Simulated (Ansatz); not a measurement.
These are PBE0-D3(BJ)/def2-TZVP run with Ansatz (a program for electronic structure) values and carry that method's errors. No frequencies were computed at this level.

Ansatz 0.2 input:
```yaml
crystal:
  periodic: [false, false, false]
  atoms:
    - { symbol: C, position_ang: [2.974233, -0.705755, -0.964753] }
    - { symbol: C, position_ang: [1.841442, -0.437019, -0.657104] }
    - { symbol: C, position_ang: [0.562974, -0.133531, -0.309777] }
    - { symbol: C, position_ang: [-0.571865, 0.135696, -0.001596] }
    - { symbol: C, position_ang: [-1.92781, 0.457461, 0.366644] }
    - { symbol: H, position_ang: [3.960076, -0.939737, -1.2324] }
    - { symbol: H, position_ang: [-2.522914, -0.453796, 0.435793] }
    - { symbol: H, position_ang: [-1.94309, 0.963007, 1.332826] }
    - { symbol: H, position_ang: [-2.373051, 1.113671, -0.382] }
basis:
  gaussian: { orbitals: def2-tzvp }
hamiltonian:
  xc: pbe0
  dispersion: d3bj
relax:
  max_steps: 150
```

Output:

```
Functional definition: PBE0
1076 factors; their error is unknown
mean field evaluation 1: about -5234.6092 eV, gradient 5.6e1 eV
mean field evaluation 2: about -5236.0459 eV, gradient 4.8e1 eV
mean field evaluation 4: about -5241.8477 eV, gradient 4.2e0 eV
mean field evaluation 8: about -5241.8869 eV, gradient 1.5e-1 eV
mean field evaluation 16: about -5241.8929 eV, gradient 4.0e-4 eV
mean field -5241.89294041 eV, -192.6360124773 hartree, gradient 3.2e-5 eV, S^2 0.000000; 0 other end points of the search recorded, 0 dependent functions left out
reference -5241.89297103 eV, -192.6360136025 hartree; 17, 17 occupied and 162, 162 virtual orbitals, 1076 factors
relax step   1: F+E_penalty+E_count = -5242.02302377 eV  Δ(F+E_penalty+E_count) = +0.000e0 eV  max|allowed force component| = 6.315e-1 eV/Å  Δτ_max = 0.0000 Å  (31 SCF iters, accepted)
these checks for a lower state are left out or cut short: starts, cluster_reference, orbital_swaps, neighbouring_geometries, increment
1076 factors; their error is unknown
mean field -5241.90151241 eV, -192.6363274928 hartree, gradient 1.5e-5 eV, S^2 0.000000; 0 other end points of the search recorded, 0 dependent functions left out
reference -5241.90154310 eV, -192.6363286206 hartree; 17, 17 occupied and 162, 162 virtual orbitals, 1076 factors
relax step   2: F+E_penalty+E_count = -5242.03130523 eV  Δ(F+E_penalty+E_count) = -8.281e-3 eV  max|allowed force component| = 1.286e-1 eV/Å  Δτ_max = 0.0200 Å  (35 SCF iters, accepted)
these checks for a lower state are left out or cut short: starts, cluster_reference, orbital_swaps, neighbouring_geometries, increment
1076 factors; their error is unknown
mean field evaluation 32: about -5241.9021 eV, gradient 1.5e-5 eV
mean field -5241.90205543 eV, -192.6363474481 hartree, gradient 1.5e-5 eV, S^2 0.000000; 0 other end points of the search recorded, 0 dependent functions left out
reference -5241.90208614 eV, -192.6363485767 hartree; 17, 17 occupied and 162, 162 virtual orbitals, 1076 factors
relax step   3: F+E_penalty+E_count = -5242.03177799 eV  Δ(F+E_penalty+E_count) = -4.728e-4 eV  max|allowed force component| = 1.919e-2 eV/Å  Δτ_max = 0.0051 Å  (36 SCF iters, accepted)
these checks for a lower state are left out or cut short: starts, cluster_reference, orbital_swaps, neighbouring_geometries, increment
1076 factors; their error is unknown
mean field -5241.90206211 eV, -192.6363476938 hartree, gradient 1.5e-5 eV, S^2 0.000000; 0 other end points of the search recorded, 0 dependent functions left out
reference -5241.90209282 eV, -192.6363488223 hartree; 17, 17 occupied and 162, 162 virtual orbitals, 1076 factors
relax step   4: F+E_penalty+E_count = -5242.03178245 eV  Δ(F+E_penalty+E_count) = -4.455e-6 eV  max|allowed force component| = 5.859e-3 eV/Å  Δτ_max = 0.0002 Å  (36 SCF iters, accepted)
1076 factors; their error is unknown
mean field evaluation 64: about -5241.9021 eV, gradient 1.1e-4 eV
mean field -5241.90206211 eV, -192.6363476938 hartree, gradient 1.5e-5 eV, S^2 0.000000; 1 other end points of the search recorded, 0 dependent functions left out
reference -5241.90209282 eV, -192.6363488223 hartree; 17, 17 occupied and 162, 162 virtual orbitals, 1076 factors
Total energy: -5242.03181316 eV, -192.6411159569 hartree
Atom 0 at     2.982926    -0.707819    -0.967088 Å, force    -0.000257    -0.000186     0.000130 eV/Å
Atom 1 at     1.848733    -0.438722    -0.659048 Å, force     0.000985     0.000177    -0.000075 eV/Å
Atom 2 at     0.566390    -0.134362    -0.310725 Å, force    -0.000871    -0.000174    -0.000034 eV/Å
Atom 3 at    -0.569409     0.135111    -0.002280 Å, force    -0.002853     0.000864     0.000879 eV/Å
Atom 4 at    -1.928707     0.457674     0.366888 Å, force     0.005859    -0.001422    -0.001597 eV/Å
Atom 5 at     3.983775    -0.945368    -1.238867 Å, force    -0.001269     0.000362     0.000264 eV/Å
Atom 6 at    -2.537121    -0.447480     0.439912 Å, force    -0.000537     0.000104     0.000144 eV/Å
Atom 7 at    -1.958913     0.965360     1.334435 Å, force    -0.000520     0.000136     0.000164 eV/Å
Atom 8 at    -2.387679     1.115604    -0.375594 Å, force    -0.000535     0.000139     0.000127 eV/Å
Dipole moment:    -0.264111     0.062662     0.071737 e Å
```

Cost: around 20 core-seconds (rough).
